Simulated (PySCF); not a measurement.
C3H3F3, SMILES F/C=C\C(F)F. Heavy atoms are numbered as in [F:1]/[CH:2]=[CH:3]\[CH:4]([F:5])[F:6]. Hydrogens are named by the atom that carries them.

Geometry optimised at PBE0-D3(BJ)/def2-SVP. The values are those of a single conformer.

These are B3LYP/pcSseg-1 (PySCF) values and carry that method's errors.

GIAO shieldings, no solvent; atoms alike by connectivity are averaged. δ = σ(ref) − σ: ¹⁹F against CFCl3 (σ = 161.7 ppm); ¹³C against TMS (σ = 181.3 ppm); ¹H against TMS (σ = 31.68 ppm), references at their B3LYP-D3(BJ)/def2-TZVP geometries, non-relativistic.

Computed chemical shifts:
```csv
nucleus,atoms,count,δ (ppm)
¹⁹F,F1,1,-125.9
¹⁹F,F5,2,-136.8
¹³C,C2 (CH),1,164.3
¹³C,C3 (CH),1,117.1
¹³C,C4 (CH),1,115.3
¹H,H on C2,1,7.01
¹H,H on C4,1,6.94
¹H,H on C3,1,5.42
```
